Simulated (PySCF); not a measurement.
C5H6O2, SMILES [C@@H]1(O)[C@@H]([C@@H]1O)C#C. Atoms are numbered in the order given.

```xyz
13

C      2.2888    -0.7265    -0.7332
C      1.3539    -0.6448     0.0362
C      0.2011    -0.5647     0.8799
C     -1.1578    -0.4879     0.1872
O     -1.1652    -0.3403    -1.1877
C     -0.6439     0.7140     0.9084
O     -0.2913     1.7974     0.1567
H      3.1412    -0.7817    -1.3846
H      0.2428    -1.1455     1.8071
H     -1.9787    -1.0862     0.6005
H     -0.4728    -0.9021    -1.5640
H     -1.0697     0.9747     1.8826
H     -0.4634     1.5433    -0.7647
```
Charge 0, spin multiplicity 1.

The structure is a stationary point at PBE0-D3(BJ)/def2-SVP. The structure was generated by enumeration; whether it is a known compound was not checked. One conformer was computed; it need not be the lowest.

Two levels are set side by side: PBE/pcSseg-1 (PySCF) and HF/pcSseg-1 (PySCF). GIAO shifts against H2O (¹⁷O), TMS (¹H), TMS (¹³C) at the same level; non-relativistic, no solvent, atoms listed together averaged. Differences are taken from unrounded values.

```tsv
quantity	PBE
δ(¹³C) of C1 (ppm)	76.6
δ(¹³C) of C2 (ppm)	80.7
δ(¹³C) of C3 (ppm)	20.4
δ(¹H) of H8 (ppm)	1.99
δ(¹H) of H9 (ppm)	1.53
```

Q: These are the PBE values. What does HF give? (An estimate is asked for; the answer gives what the named calculation found.)

A: 
```json
[
 {"quantity": "δ(¹³C) of C1 (ppm)", "HF": "81.3", "PBE minus HF": "-4.6"},
 {"quantity": "δ(¹³C) of C2 (ppm)", "HF": "83.2", "PBE minus HF": "-2.6"},
 {"quantity": "δ(¹³C) of C3 (ppm)", "HF": "9.3", "PBE minus HF": "11.1"},
 {"quantity": "δ(¹H) of H8 (ppm)", "HF": "2.65", "PBE minus HF": "-0.65"},
 {"quantity": "δ(¹H) of H9 (ppm)", "HF": "1.12", "PBE minus HF": "0.41"}
]
```

Rough cost on one machine, each run with all the roots and properties that it gave: HF against PBE within a factor of 2.
